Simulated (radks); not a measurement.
The krypton ion Kr2+ inside a hard spherical wall (all orbitals vanish at R), configuration held at [Ar] 3d10 4s2 4p4 and not refilled when levels cross. Calculated with a radial shooting solver on a logarithmic mesh with Libxc functionals: scalar-relativistic Kohn-Sham, PBEsol, spin-polarised, spherical densities, point nucleus; open shells are filled with parallel spins first. Eigenvalues in eV for spin up, with the zero of energy where the potential of the charges vanishes at infinity; a dash marks a level that is unbound or too diffuse for the functional's potential to be trusted. A positive occupied level is held by the wall or, in an anion where self-interaction has pushed it up, behind a barrier. The pressure on the wall is -dE/dV.

R (bohr),E (hartree),kinetic (hartree),e(3p),e(3d),e(4s),e(4p),"e(5s, empty)","e(4d, empty)",pressure (GPa)
free,-2787.06514,2850.672,-220.44,-106.88,-46.949,-31.834,-12.669,-12.639,0
20,-2787.06514,2850.672,-220.44,-106.88,-46.949,-31.834,-12.669,-12.639,< 0.0001
15,-2787.06514,2850.672,-220.44,-106.88,-46.949,-31.834,-12.669,-12.639,< 0.0001
12,-2787.06514,2850.672,-220.44,-106.88,-46.949,-31.834,-12.669,-12.639,< 0.0001
10,-2787.06514,2850.672,-220.44,-106.88,-46.949,-31.834,-12.664,-12.639,< 0.0001
6,-2787.06477,2850.677,-220.42,-106.86,-46.934,-31.819,-11.633,-12.412,0.0613
5,-2787.06053,2850.724,-220.27,-106.71,-46.826,-31.699,-9.265,-11.777,1.07
3,-2786.51113,2854.002,-213.55,-100.07,-41.515,-25.108,28.221,0.858,337
2,-2781.03924,2875.074,-189.13,-75.942,-9.374,13.387,167.70,52.539,8870
1.5,-2763.90330,2929.808,-150.75,-36.255,75.539,106.69,434.95,155.22,70700
